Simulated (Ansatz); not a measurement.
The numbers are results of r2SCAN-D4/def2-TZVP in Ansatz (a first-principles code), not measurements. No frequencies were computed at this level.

Ansatz 0.2 input:
```yaml
crystal:
  periodic: [false, false, false]
  atoms:
    - { symbol: N, position_ang: [-1.160529, -1.419321, -0.060566] }
    - { symbol: Ga, position_ang: [-0.001404, -0.002514, 0.009506] }
    - { symbol: N, position_ang: [1.75724, -0.263744, 0.450201] }
    - { symbol: N, position_ang: [-0.632322, 1.703915, -0.235615] }
    - { symbol: H, position_ang: [-2.044229, -1.308013, -0.543541] }
    - { symbol: H, position_ang: [-0.807735, -2.35259, -0.238661] }
    - { symbol: H, position_ang: [2.192461, -1.16502, 0.292474] }
    - { symbol: H, position_ang: [2.430357, 0.463396, 0.23815] }
    - { symbol: H, position_ang: [-1.62184, 1.874428, -0.089972] }
    - { symbol: H, position_ang: [-0.112, 2.469459, 0.178024] }
basis:
  gaussian: { orbitals: def2-tzvp }
hamiltonian:
  xc: r2scan
  dispersion: d4
relax:
  max_steps: 150
```

Output:

```
Functional definition: r2SCAN
1097 factors; their error is unknown
mean field evaluation 1: about -56922.3646 eV, gradient 1.2e2 eV
mean field evaluation 2: about -56873.3287 eV, gradient 1.8e2 eV
mean field evaluation 4: about -56946.5890 eV, gradient 1.1e1 eV
mean field evaluation 8: about -56946.7261 eV, gradient 1.9e-1 eV
mean field evaluation 16: about -56946.6974 eV, gradient 9.5e-4 eV
mean field -56946.69738639 eV, -2092.7525290919 hartree, gradient 1.8e-5 eV, S^2 0.000000; 0 other end points of the search recorded, 0 dependent functions left out
reference -56946.69739822 eV, -2092.7525295267 hartree; 29, 29 occupied and 148, 148 virtual orbitals, 1097 factors
relax step   1: F+E_penalty+E_count = -56946.74087999 eV  Δ(F+E_penalty+E_count) = +0.000e0 eV  max|allowed force component| = 1.879e-1 eV/Å  Δτ_max = 0.0000 Å  (29 SCF iters, accepted)
these checks for a lower state are left out or cut short: starts, cluster_reference, orbital_swaps, neighbouring_geometries, increment
1097 factors; their error is unknown
mean field -56946.70112377 eV, -2092.7526664383 hartree, gradient 1.7e-5 eV, S^2 0.000000; 0 other end points of the search recorded, 0 dependent functions left out
reference -56946.70113557 eV, -2092.7526668719 hartree; 29, 29 occupied and 148, 148 virtual orbitals, 1097 factors
relax step   2: F+E_penalty+E_count = -56946.74469204 eV  Δ(F+E_penalty+E_count) = -3.812e-3 eV  max|allowed force component| = 7.736e-2 eV/Å  Δτ_max = 0.0123 Å  (32 SCF iters, accepted)
these checks for a lower state are left out or cut short: starts, cluster_reference, orbital_swaps, neighbouring_geometries, increment
1097 factors; their error is unknown
mean field evaluation 32: about -56946.7022 eV, gradient 1.6e-5 eV
mean field -56946.70215099 eV, -2092.7527041876 hartree, gradient 1.7e-5 eV, S^2 0.000000; 0 other end points of the search recorded, 0 dependent functions left out
reference -56946.70216275 eV, -2092.7527046201 hartree; 29, 29 occupied and 148, 148 virtual orbitals, 1097 factors
relax step   3: F+E_penalty+E_count = -56946.74576716 eV  Δ(F+E_penalty+E_count) = -1.075e-3 eV  max|allowed force component| = 2.350e-2 eV/Å  Δτ_max = 0.0070 Å  (32 SCF iters, accepted)
these checks for a lower state are left out or cut short: starts, cluster_reference, orbital_swaps, neighbouring_geometries, increment
1097 factors; their error is unknown
mean field -56946.70239944 eV, -2092.7527133183 hartree, gradient 1.7e-5 eV, S^2 0.000000; 0 other end points of the search recorded, 0 dependent functions left out
reference -56946.70241121 eV, -2092.7527137506 hartree; 29, 29 occupied and 148, 148 virtual orbitals, 1097 factors
relax step   4: F+E_penalty+E_count = -56946.74602171 eV  Δ(F+E_penalty+E_count) = -2.545e-4 eV  max|allowed force component| = 1.891e-2 eV/Å  Δτ_max = 0.0059 Å  (31 SCF iters, accepted)
these checks for a lower state are left out or cut short: starts, cluster_reference, orbital_swaps, neighbouring_geometries, increment
1097 factors; their error is unknown
mean field -56946.70255438 eV, -2092.7527190121 hartree, gradient 1.7e-5 eV, S^2 0.000000; 0 other end points of the search recorded, 0 dependent functions left out
reference -56946.70256613 eV, -2092.7527194441 hartree; 29, 29 occupied and 148, 148 virtual orbitals, 1097 factors
relax step   5: F+E_penalty+E_count = -56946.74618126 eV  Δ(F+E_penalty+E_count) = -1.595e-4 eV  max|allowed force component| = 3.818e-3 eV/Å  Δτ_max = 0.0072 Å  (31 SCF iters, accepted)
1097 factors; their error is unknown
mean field evaluation 64: about -56946.7024 eV, gradient 3.7e-1 eV
mean field -56946.70255438 eV, -2092.7527190121 hartree, gradient 1.7e-5 eV, S^2 0.000000; 1 other end points of the search recorded, 0 dependent functions left out
reference -56946.70256613 eV, -2092.7527194441 hartree; 29, 29 occupied and 148, 148 virtual orbitals, 1097 factors
Total energy: -56946.74619302 eV, -2092.7543227024 hartree
Atom 0 at    -1.151994    -1.418253    -0.068828 Å, force     0.002397     0.001749     0.001386 eV/Å
Atom 1 at    -0.002053    -0.001711     0.015378 Å, force    -0.000811     0.001908    -0.000500 eV/Å
Atom 2 at     1.754059    -0.267997     0.440963 Å, force    -0.003202    -0.000451     0.000622 eV/Å
Atom 3 at    -0.633974     1.697806    -0.215979 Å, force     0.001420    -0.003818     0.000181 eV/Å
Atom 4 at    -2.044948    -1.305297    -0.524091 Å, force    -0.001298     0.000621    -0.000662 eV/Å
Atom 5 at    -0.794238    -2.344878    -0.243822 Å, force     0.000728    -0.001538    -0.000328 eV/Å
Atom 6 at     2.178593    -1.168337     0.278530 Å, force     0.000704    -0.001706    -0.000520 eV/Å
Atom 7 at     2.424430     0.463482     0.259534 Å, force     0.000801     0.001439    -0.000306 eV/Å
Atom 8 at    -1.621253     1.873306    -0.103774 Å, force    -0.002442     0.000064    -0.000286 eV/Å
Atom 9 at    -0.108622     2.471875     0.162089 Å, force     0.001702     0.001731     0.000412 eV/Å
Dipole moment:     0.032034    -0.017011    -0.144648 e Å
```

Cost: very roughly 30 core-seconds.
